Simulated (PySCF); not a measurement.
**Circular dichroism: `N#C[C@H]1CO[C@H](F)O1`, C₄H₄FNO₂**

Molfile (atoms numbered from 1):
```
C4H4FNO2
     RDKit          3D

 12 12  0  0  0  0  0  0  0  0999 V2000
    2.7077   -1.3858    0.7127 N   0  0  0  0  0  0  0  0  0  0  0  0
    1.6879   -0.8741    0.7299 C   0  0  0  0  0  0  0  0  0  0  0  0
    0.4022   -0.1978    0.7362 C   0  0  1  0  0  0  0  0  0  0  0  0
    0.3613    0.9850   -0.2704 C   0  0  0  0  0  0  0  0  0  0  0  0
   -0.5084    0.5134   -1.2869 O   0  0  0  0  0  0  0  0  0  0  0  0
   -1.3249   -0.3903   -0.6836 C   0  0  2  0  0  0  0  0  0  0  0  0
   -2.3603    0.2833   -0.0443 F   0  0  0  0  0  0  0  0  0  0  0  0
   -0.6137   -1.0795    0.2546 O   0  0  0  0  0  0  0  0  0  0  0  0
    0.1666    0.1211    1.7604 H   0  0  0  0  0  0  0  0  0  0  0  0
   -0.0481    1.8865    0.1970 H   0  0  0  0  0  0  0  0  0  0  0  0
    1.3288    1.1999   -0.7254 H   0  0  0  0  0  0  0  0  0  0  0  0
   -1.7978   -1.0624   -1.4062 H   0  0  0  0  0  0  0  0  0  0  0  0
  1  2  3  0
  2  3  1  0
  3  4  1  0
  4  5  1  0
  5  6  1  0
  6  7  1  0
  6  8  1  0
  8  3  1  0
  3  9  1  1
  4 10  1  0
  4 11  1  0
  6 12  1  6
M  END
```

Computed with TDDFT CAM-B3LYP/def2-SVPD circular dichroism and optical rotation, one conformer, gas phase in PySCF 2.14.0. Geometry: GFN2-xTB.

Problem. What are the CIP labels of the stereocentres?

Solution. C3 S, C6 S.

Problem. Which excitations and rotatory strengths does the calculation give?

Solution. Rotatory strengths R in 10⁻⁴⁰ esu² cm², velocity form and length form (origin at the centre of mass); f in length form.
```
state  E (eV)  λ (nm)      f  R (velocity)  R (length)                                    main
    1    7.47     166  0.001          +5.5        +5.4      HOMO−1→LUMO 0.45, HOMO−2→LUMO 0.16
    2    7.87     158  0.001          +0.1         0.0                          HOMO→LUMO 0.79
    3    8.03     154  0.005          +0.2        +0.3    HOMO−2→LUMO+1 0.19, HOMO−2→LUMO 0.14
    4    8.26     150  0.004          -2.7        -2.8  HOMO−3→LUMO+2 0.16, HOMO−2→LUMO+2 0.14
    5    8.46     147  0.002          -4.8        -4.9        HOMO→LUMO+1 0.73, HOMO→LUMO 0.10
    6    8.84     140  0.007          +9.5        +8.9      HOMO−3→LUMO 0.26, HOMO−1→LUMO 0.18
    7    9.06     137  0.015         +31.7       +29.8    HOMO→LUMO+2 0.46, HOMO−1→LUMO+1 0.13
    8    9.13     136  0.016         -18.9       -15.7      HOMO−4→LUMO 0.47, HOMO→LUMO+2 0.19
    9    9.25     134  0.024         +16.6       +16.6                      HOMO−1→LUMO+1 0.41
   10    9.32     133  0.011         +15.2       +15.8                        HOMO→LUMO+3 0.58
   11    9.48     131  0.006          +1.5        +1.7  HOMO−3→LUMO+1 0.14, HOMO−2→LUMO+1 0.14
   12    9.65     128  0.043         +21.1       +19.1    HOMO−2→LUMO+1 0.20, HOMO→LUMO+4 0.17
   13    9.76     127  0.042         -24.4       -27.2  HOMO−4→LUMO+2 0.15, HOMO−4→LUMO+1 0.12
   14    9.81     126  0.025         -55.1       -53.6    HOMO→LUMO+4 0.62, HOMO−2→LUMO+1 0.09
   15    9.89     125  0.008         -22.8       -22.4      HOMO→LUMO+5 0.39, HOMO→LUMO+6 0.10
   16    9.93     125  0.006          -4.2        -4.2      HOMO−5→LUMO 0.33, HOMO−7→LUMO 0.19
```

Among the states computed, the strongest CD band (largest |R|) is state 14. The largest dissymmetry factor in size, g = 4R/(D+G), with D and G the electric and magnetic dipole strengths, is +0.049 for state 1 (velocity form, f = 0.001), among bands with |R| over 0.5. The mirror image has the same energies and oscillator strengths and all R with the opposite sign.
